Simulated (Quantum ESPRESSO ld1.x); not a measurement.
Results of a calculation; reference values are marked as such.
Q: These are the eigenvalues of the occupied orbitals of an atom or ion with whole-number occupations (eV). Level of theory: scalar-relativistic Kohn-Sham, revPBE, spin-unpolarised, spherical densities, point nucleus (ld1.x of Quantum ESPRESSO 7.5).

orbital  eigenvalue
1s         -57876.1
2s         -10138.3
2p         -9022.77
3s         -2662.77
3p         -2323.45
3d         -1899.47
4s         -901.419
4p         -785.477
4d         -630.550
4f         -458.613

Which element is it, and in what charge state? The configuration may be excited.

A: Z = 68, erbium, charge +19: Er19+ in [Kr] 4d10 4f3. The list shows which subshells hold electrons but not how many an open one holds; the 1s level, -2126.9 hartree, gives Z - s = 65.2 by -(Z - s)^2/2, which with screening and relativity narrows Z to a few neighbours, and the depths of the outer levels then fix element, charge and occupations together.
